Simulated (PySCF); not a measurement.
# Radial density of Lu (lutetium, neutral)

revPBE, [Xe] 4f14 5d1 6s1 6p1, one real determinant (an excited configuration). Computed with PySCF 2.14 in x2c-TZVPPall with one added diffuse shell each of s, p, d type (12s8p8d2f2g, 108 functions), with the spin-free X2C one-electron Hamiltonian (Gaussian nucleus).

| r (bohr) | 4πr²ρ (e/bohr) | 4πr²(ρα − ρβ) |
| --- | --- | --- |
| 0.0142 | 97.56 | 0.0018 |
| 0.0239 | 84.70 | 0.0005 |
| 0.0402 | 107.3 | 0.0062 |
| 0.0676 | 125.8 | 0.0136 |
| 0.114 | 98.55 | 0.0265 |
| 0.191 | 110.2 | 0.0050 |
| 0.322 | 56.34 | 0.0211 |
| 0.541 | 60.11 | -0.0098 |
| 0.910 | 20.02 | 0.1406 |
| 1.53 | 7.475 | 0.3712 |
| 2.57 | 1.316 | 0.7478 |
| 4.33 | 0.5812 | 0.5785 |
| 7.28 | 0.08832 | 0.0883 |
| 12.3 | 0.001714 | 0.0017 |

Densities and radii are taken from the X2C orbitals without a picture-change correction, which distorts them close to the nucleus.

⟨L²⟩ = 8.01 against 12 for a pure F term, so this real determinant mixes terms. Spin-orbit coupling, absent here, splits the open shell strongly.

Where is the radial spin density 4πr²(ρα − ρβ) most negative, and why is it negative at all?

Around r = 0.541 bohr, down to -0.0098 e/bohr: exchange with the open shell polarises the paired shells in an unrestricted calculation.
